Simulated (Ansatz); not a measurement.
Ansatz (an electronic-structure program) input (B3LYP-D3(BJ)/def2-TZVP):

Ansatz 0.2 input:
```yaml
crystal:
  periodic: [false, false, false]
  atoms:
    - {symbol: Si, position_ang: [0.33998801, -0.15419388, 0.20052446]}
    - {symbol: C, position_ang: [2.07555512, -0.33996094, -0.19598875]}
    - {symbol: C, position_ang: [-1.24414512, -1.19942146, -0.22202348]}
    - {symbol: C, position_ang: [-0.29200868, 1.63352564, -0.00479725]}
    - {symbol: Br, position_ang: [0.19833770, -0.47163288, 2.55043350]}
    - {symbol: H, position_ang: [2.50716734, -1.33035216, -0.04512775]}
    - {symbol: H, position_ang: [2.37427293, 0.04777230, -1.17145390]}
    - {symbol: H, position_ang: [-1.05528930, -2.25550809, -0.02361505]}
    - {symbol: H, position_ang: [-1.48767865, -1.11338739, -1.28295804]}
    - {symbol: H, position_ang: [-2.13386095, -0.92058107, 0.34514717]}
    - {symbol: H, position_ang: [-0.41128721, 1.85330542, -1.06430602]}
    - {symbol: H, position_ang: [0.42761799, 2.34167174, 0.39523088]}
    - {symbol: H, position_ang: [-1.24797495, 1.81545388, 0.48285608]}
basis:
  gaussian:
    orbitals: def2-TZVP
hamiltonian:
  xc: b3lyp
  dispersion: d3bj
total_charge: -1
relax: {f_tol: 0.002, max_steps: 150}
```

Output:

```
Functional definition: B3LYP
integrals: 0.18 GiB planned
1566 factors; their error is unknown
mean field: 1.66 GiB planned
mean field evaluation 1: about -81155.9527 eV, gradient 7.8e1 eV
mean field evaluation 2: about -81134.8534 eV, gradient 1.0e2 eV
mean field evaluation 4: about -81169.8944 eV, gradient 9.0e0 eV
mean field evaluation 8: about -81170.0780 eV, gradient 1.5e-1 eV
mean field evaluation 16: about -81170.4321 eV, gradient 7.1e-4 eV
mean field -81170.43210470 eV, -2982.9583605527 hartree, gradient 2.9e-5 eV, S^2 0.000000; 0 other end points of the search recorded, 0 dependent functions left out
the calculation of the forces begins
reference -81170.43241604 eV, -2982.9583719943 hartree; 38, 38 occupied and 188, 188 virtual orbitals, 1566 factors
relax step   1: F+E_penalty+E_count = -81171.02712417 eV  Δ(F+E_penalty+E_count) = +0.000e0 eV  max|allowed force component| = 8.671e-1 eV/Å  Δτ_max = 0.0000 Å  (30 SCF iters, accepted)
these checks for a lower state are left out or cut short: starts, cluster_reference, orbital_swaps, neighbouring_geometries, increment
integrals: 0.18 GiB planned
1566 factors; their error is unknown
mean field: 1.66 GiB planned
mean field -81170.51748160 eV, -2982.9614980959 hartree, gradient 1.4e-5 eV, S^2 0.000000; 0 other end points of the search recorded, 0 dependent functions left out
the calculation of the forces begins
reference -81170.51779370 eV, -2982.9615095656 hartree; 38, 38 occupied and 188, 188 virtual orbitals, 1566 factors
relax step   2: F+E_penalty+E_count = -81171.10779276 eV  Δ(F+E_penalty+E_count) = -8.067e-2 eV  max|allowed force component| = 8.434e-1 eV/Å  Δτ_max = 0.1697 Å  (31 SCF iters, accepted)
these checks for a lower state are left out or cut short: starts, cluster_reference, orbital_swaps, neighbouring_geometries, increment
integrals: 0.18 GiB planned
1566 factors; their error is unknown
mean field: 1.66 GiB planned
mean field evaluation 32: about -81170.5580 eV, gradient 3.0e-3 eV
mean field -81170.55796230 eV, -2982.9629857344 hartree, gradient 1.7e-5 eV, S^2 0.000000; 0 other end points of the search recorded, 0 dependent functions left out
the calculation of the forces begins
reference -81170.55827394 eV, -2982.9629971869 hartree; 38, 38 occupied and 188, 188 virtual orbitals, 1566 factors
relax step   3: F+E_penalty+E_count = -81171.15043991 eV  Δ(F+E_penalty+E_count) = -4.265e-2 eV  max|allowed force component| = 6.079e-1 eV/Å  Δτ_max = 0.1153 Å  (32 SCF iters, accepted)
these checks for a lower state are left out or cut short: starts, cluster_reference, orbital_swaps, neighbouring_geometries, increment
integrals: 0.18 GiB planned
1566 factors; their error is unknown
mean field: 1.66 GiB planned
mean field -81170.60267215 eV, -2982.9646287910 hartree, gradient 2.7e-5 eV, S^2 0.000000; 0 other end points of the search recorded, 0 dependent functions left out
the calculation of the forces begins
reference -81170.60298153 eV, -2982.9646401605 hartree; 38, 38 occupied and 188, 188 virtual orbitals, 1566 factors
relax step   4: F+E_penalty+E_count = -81171.20002672 eV  Δ(F+E_penalty+E_count) = -4.959e-2 eV  max|allowed force component| = 1.525e0 eV/Å  Δτ_max = 0.1998 Å  (36 SCF iters, accepted)
these checks for a lower state are left out or cut short: starts, cluster_reference, orbital_swaps, neighbouring_geometries, increment
integrals: 0.18 GiB planned
1566 factors; their error is unknown
mean field: 1.65 GiB planned
mean field -81170.68446298 eV, -2982.9676345484 hartree, gradient 8.9e-6 eV, S^2 0.000000; 0 other end points of the search recorded, 0 dependent functions left out
the calculation of the forces begins
reference -81170.68477451 eV, -2982.9676459969 hartree; 38, 38 occupied and 188, 188 virtual orbitals, 1566 factors
relax step   5: F+E_penalty+E_count = -81171.27708989 eV  Δ(F+E_penalty+E_count) = -7.706e-2 eV  max|allowed force component| = 1.414e0 eV/Å  Δτ_max = 0.1938 Å  (32 SCF iters, accepted)
these checks for a lower state are left out or cut short: starts, cluster_reference, orbital_swaps, neighbouring_geometries, increment
integrals: 0.18 GiB planned
1566 factors; their error is unknown
mean field: 1.65 GiB planned
mean field -81170.83074259 eV, -2982.9730102252 hartree, gradient 1.7e-5 eV, S^2 0.000000; 0 other end points of the search recorded, 0 dependent functions left out
the calculation of the forces begins
reference -81170.83105516 eV, -2982.9730217116 hartree; 38, 38 occupied and 188, 188 virtual orbitals, 1566 factors
relax step   6: F+E_penalty+E_count = -81171.41806036 eV  Δ(F+E_penalty+E_count) = -1.410e-1 eV  max|allowed force component| = 2.853e-1 eV/Å  Δτ_max = 0.1997 Å  (30 SCF iters, accepted)
these checks for a lower state are left out or cut short: starts, cluster_reference, orbital_swaps, neighbouring_geometries, increment
integrals: 0.18 GiB planned
1566 factors; their error is unknown
mean field: 1.65 GiB planned
mean field -81170.86697791 eV, -2982.9743418486 hartree, gradient 1.7e-5 eV, S^2 0.000000; 0 other end points of the search recorded, 0 dependent functions left out
the calculation of the forces begins
reference -81170.86728962 eV, -2982.9743533036 hartree; 38, 38 occupied and 188, 188 virtual orbitals, 1566 factors
relax step   7: F+E_penalty+E_count = -81171.45640922 eV  Δ(F+E_penalty+E_count) = -3.835e-2 eV  max|allowed force component| = 2.036e-1 eV/Å  Δτ_max = 0.2000 Å  (31 SCF iters, accepted)
these checks for a lower state are left out or cut short: starts, cluster_reference, orbital_swaps, neighbouring_geometries, increment
integrals: 0.18 GiB planned
1566 factors; their error is unknown
mean field: 1.65 GiB planned
mean field evaluation 64: about -81170.5100 eV, gradient 1.8e0 eV
mean field -81170.87188299 eV, -2982.9745221068 hartree, gradient 2.5e-5 eV, S^2 0.000000; 0 other end points of the search recorded, 0 dependent functions left out
the calculation of the forces begins
reference -81170.87219497 eV, -2982.9745335717 hartree; 38, 38 occupied and 188, 188 virtual orbitals, 1566 factors
relax step   8: F+E_penalty+E_count = -81171.46038174 eV  Δ(F+E_penalty+E_count) = -3.973e-3 eV  max|allowed force component| = 1.276e-1 eV/Å  Δτ_max = 0.0342 Å  (32 SCF iters, accepted)
these checks for a lower state are left out or cut short: starts, cluster_reference, orbital_swaps, neighbouring_geometries, increment
integrals: 0.18 GiB planned
1566 factors; their error is unknown
mean field: 1.65 GiB planned
mean field -81170.87443689 eV, -2982.9746159610 hartree, gradient 2.3e-5 eV, S^2 0.000000; 0 other end points of the search recorded, 0 dependent functions left out
the calculation of the forces begins
reference -81170.87474928 eV, -2982.9746274411 hartree; 38, 38 occupied and 188, 188 virtual orbitals, 1566 factors
relax step   9: F+E_penalty+E_count = -81171.46234524 eV  Δ(F+E_penalty+E_count) = -1.964e-3 eV  max|allowed force component| = 4.575e-2 eV/Å  Δτ_max = 0.0392 Å  (32 SCF iters, accepted)
these checks for a lower state are left out or cut short: starts, cluster_reference, orbital_swaps, neighbouring_geometries, increment
integrals: 0.18 GiB planned
1566 factors; their error is unknown
mean field: 1.65 GiB planned
mean field -81170.87537545 eV, -2982.9746504524 hartree, gradient 2.3e-5 eV, S^2 0.000000; 0 other end points of the search recorded, 0 dependent functions left out
the calculation of the forces begins
reference -81170.87568779 eV, -2982.9746619305 hartree; 38, 38 occupied and 188, 188 virtual orbitals, 1566 factors
relax step  10: F+E_penalty+E_count = -81171.46314788 eV  Δ(F+E_penalty+E_count) = -8.026e-4 eV  max|allowed force component| = 1.688e-2 eV/Å  Δτ_max = 0.0294 Å  (30 SCF iters, accepted)
these checks for a lower state are left out or cut short: starts, cluster_reference, orbital_swaps, neighbouring_geometries, increment
integrals: 0.18 GiB planned
1566 factors; their error is unknown
mean field: 1.65 GiB planned
mean field -81170.87494953 eV, -2982.9746348003 hartree, gradient 2.4e-5 eV, S^2 0.000000; 0 other end points of the search recorded, 0 dependent functions left out
the calculation of the forces begins
reference -81170.87526176 eV, -2982.9746462743 hartree; 38, 38 occupied and 188, 188 virtual orbitals, 1566 factors
relax step  11: F+E_penalty+E_count = -81171.46337996 eV  Δ(F+E_penalty+E_count) = -2.321e-4 eV  max|allowed force component| = 1.933e-2 eV/Å  Δτ_max = 0.0207 Å  (32 SCF iters, accepted)
these checks for a lower state are left out or cut short: starts, cluster_reference, orbital_swaps, neighbouring_geometries, increment
integrals: 0.18 GiB planned
1566 factors; their error is unknown
mean field: 1.65 GiB planned
mean field evaluation 96: about -81170.8754 eV, gradient 2.7e-3 eV
mean field -81170.87541571 eV, -2982.9746519320 hartree, gradient 2.3e-5 eV, S^2 0.000000; 0 other end points of the search recorded, 0 dependent functions left out
the calculation of the forces begins
reference -81170.87572800 eV, -2982.9746634084 hartree; 38, 38 occupied and 188, 188 virtual orbitals, 1566 factors
relax step  12: F+E_penalty+E_count = -81171.46346166 eV  Δ(F+E_penalty+E_count) = -8.170e-5 eV  max|allowed force component| = 1.078e-2 eV/Å  Δτ_max = 0.0057 Å  (33 SCF iters, accepted)
these checks for a lower state are left out or cut short: starts, cluster_reference, orbital_swaps, neighbouring_geometries, increment
integrals: 0.18 GiB planned
1566 factors; their error is unknown
mean field: 1.65 GiB planned
mean field -81170.87547857 eV, -2982.9746542419 hartree, gradient 2.3e-5 eV, S^2 0.000000; 0 other end points of the search recorded, 0 dependent functions left out
the calculation of the forces begins
reference -81170.87579087 eV, -2982.9746657186 hartree; 38, 38 occupied and 188, 188 virtual orbitals, 1566 factors
relax step  13: F+E_penalty+E_count = -81171.46349015 eV  Δ(F+E_penalty+E_count) = -2.849e-5 eV  max|allowed force component| = 1.713e-3 eV/Å  Δτ_max = 0.0052 Å  (32 SCF iters, accepted)
these checks for a lower state are left out or cut short: starts, cluster_reference, orbital_swaps, neighbouring_geometries, increment
integrals: 0.18 GiB planned
1566 factors; their error is unknown
mean field: 1.65 GiB planned
mean field -81170.87549301 eV, -2982.9746547724 hartree, gradient 2.3e-5 eV, S^2 0.000000; 0 other end points of the search recorded, 0 dependent functions left out
the calculation of the forces begins
reference -81170.87580528 eV, -2982.9746662484 hartree; 38, 38 occupied and 188, 188 virtual orbitals, 1566 factors
relax step  14: F+E_penalty+E_count = -81171.46349464 eV  Δ(F+E_penalty+E_count) = -4.493e-6 eV  max|allowed force component| = 1.435e-3 eV/Å  Δτ_max = 0.0037 Å  (33 SCF iters, accepted)
integrals: 0.18 GiB planned
1566 factors; their error is unknown
mean field: 1.65 GiB planned
mean field evaluation 128: about -81170.5201 eV, gradient 3.4e-2 eV
mean field -81170.87549301 eV, -2982.9746547724 hartree, gradient 2.3e-5 eV, S^2 0.000000; 1 other end points of the search recorded, 0 dependent functions left out
the calculation of the forces begins
reference -81170.87580528 eV, -2982.9746662484 hartree; 38, 38 occupied and 188, 188 virtual orbitals, 1566 factors
Total energy: -81171.46380692 eV, -2982.9962749101 hartree
Atom 0 at     0.288382    -0.099342     0.182667 Å, force    -0.000262    -0.000986     0.001072 eV/Å
Atom 1 at     1.820460    -0.490406    -0.532716 Å, force     0.000537    -0.000182     0.000015 eV/Å
Atom 2 at    -1.128992    -1.286928    -0.211260 Å, force     0.001435     0.000851    -0.001112 eV/Å
Atom 3 at    -0.283376     1.690303    -0.027907 Å, force    -0.000040     0.000389     0.000170 eV/Å
Atom 4 at    -0.044579    -0.161039     2.721662 Å, force     0.000078     0.000173     0.000196 eV/Å
Atom 5 at     2.147651    -1.525923    -0.594036 Å, force     0.000069    -0.000299    -0.000001 eV/Å
Atom 6 at     2.643793     0.218875    -0.485852 Å, force    -0.000795    -0.000126    -0.000167 eV/Å
Atom 7 at    -0.820749    -2.314079    -0.003430 Å, force     0.000148    -0.000143     0.000142 eV/Å
Atom 8 at    -1.396242    -1.218929    -1.269604 Å, force    -0.000580    -0.000250    -0.000778 eV/Å
Atom 9 at    -2.008357    -1.070102     0.396902 Å, force     0.000163     0.000435     0.000586 eV/Å
Atom 10 at    -0.511016     1.893789    -1.078113 Å, force    -0.000237    -0.000098    -0.000176 eV/Å
Atom 11 at     0.509664     2.372451     0.286807 Å, force    -0.000117    -0.000258    -0.000118 eV/Å
Atom 12 at    -1.165944     1.898022     0.578803 Å, force    -0.000399     0.000494     0.000173 eV/Å
Dipole moment:    -0.566811     0.149640     0.183570 e Å
```

It need not be the lowest isomer of its formula. Whether it binds its extra electron was not tested at this geometry.
